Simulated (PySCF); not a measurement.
**C3H7AlCl2: core ionisation energies**

Species: AlCl2(iPr), C3H7AlCl2.
Bonds: Al1–Cl2, Al1–Cl3, Al1–C4, C4–C5, C4–C6. Hydrogens: H7 on C4; H8, H9, H10 on C5; H11, H12, H13 on C6.

Computed, not measured: delta-SCF UKS SCAN, pcX-2 on the ionised atom, pcseg-1 elsewhere, spin-free X2C in PySCF. These are vertical core ionisation energies against the vacuum level, from separate self-consistent calculations with and without the core hole.

Q: What binding energy does each computed site have?

A: 
```json
{"atom(s)": "Al1", "bonded to": "2 Cl and C", "level": "Al 1s", "binding energy (eV)": "1568.11", "2p1/2 (eV)": "–", "above the level's lowest (eV)": "0.00", "count": "1"}
{"atom(s)": "Cl2/Cl3", "bonded to": "Al", "level": "Cl 2p3/2", "binding energy (eV)": "205.82", "2p1/2 (eV)": "207.48", "above the level's lowest (eV)": "0.00", "count": "2"}
{"atom(s)": "Cl2/Cl3", "bonded to": "Al", "level": "Cl 1s", "binding energy (eV)": "2828.40", "2p1/2 (eV)": "–", "above the level's lowest (eV)": "0.00", "count": "2"}
{"atom(s)": "C4", "bonded to": "2 C, H and Al", "level": "C 1s", "binding energy (eV)": "290.31", "2p1/2 (eV)": "–", "above the level's lowest (eV)": "0.00", "count": "1"}
{"atom(s)": "C5/C6", "bonded to": "C and 3 H", "level": "C 1s", "binding energy (eV)": "290.89", "2p1/2 (eV)": "–", "above the level's lowest (eV)": "+0.58", "count": "2"}
```

The listed C 1s values span 0.58 eV, from C4 (bonded to 2 C, H and Al) to C5/C6 (bonded to C and 3 H).

Q: What is the longest wavelength that can ionise C 1s of C4 vertically?

A: λ = hc/E = 12398.42 eV Å / 290.31 eV = 42.708 Å.

Topologically equivalent atoms share the value of their first member; where this conformer doesn't relate them by symmetry, their own values could differ. The 2p values aren't plain energy differences: one relaxed spin-free 2p hole is combined with a matrix within the shell (ground-state 2p orbital-energy differences and spin–orbit coupling). 2p3/2, the mean of its two sublevels, lies a third of the splitting below the shell's mean and 2p1/2 two thirds above it; the statistical areas are 2:1. 2p1/2 minus 2p3/2 (ligand field included): Cl 1.65 eV. One conformer (not necessarily the lowest) at the PBE0-D3(BJ)/def2-SVP geometry, without solvent, vibrations or thermal averaging.
